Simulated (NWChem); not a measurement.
# GaP₂H₅; SMILES [PH2][GaH][PH2]

```xyz
8

Ga    -0.5864     0.0060     0.0765
H     -2.1704    -0.0510     0.0429
P      0.6107    -2.0018    -0.0936
H     -0.1609    -2.6669     0.9025
H      1.6566    -1.6226     0.7953
P      0.4657     2.0906    -0.1253
H      1.5344     1.8000     0.7700
H     -0.3524     2.7152     0.8599
```
Atoms are numbered in this order, from 1.

Level: B3LYP/6-31G* (spherical d) (NWChem), optimised geometry, unscaled harmonic frequencies. 

| frequency (cm⁻¹) | IR intensity (km/mol) |
|---|---|
| 91 | 4.6 |
| 132 | 3.3 |
| 139 | 3.9 |
| 306 | 4.2 |
| 362 | 29.8 |
| 381 | 28.4 |
| 503 | 77.2 |
| 525 | 10.6 |
| 616 | 0.1 |
| 683 | 0.6 |
| 705 | 77.8 |
| 1124 | 24.8 |
| 1133 | 22.8 |
| 1887 | 218.7 |
| 2396 | 25.2 |
| 2397 | 91.3 |
| 2411 | 26.8 |
| 2414 | 116.6 |

```json
{
  "zero_point_energy": "26.0 kcal/mol",
  "thermal correction to the enthalpy at 298.15 K (with zero-point energy)": "30.9 kcal/mol",
  "heat capacity Cv": "22.1 cal/(mol K)",
  "entropy at 298.15 K and 1 atm (symmetry number 1)": "82.9 cal/(mol K)",
  "dipole_moment": "1.56 D"
}
```

Rigid rotor and harmonic oscillator; modes under 100 cm⁻¹ make the entropy uncertain.
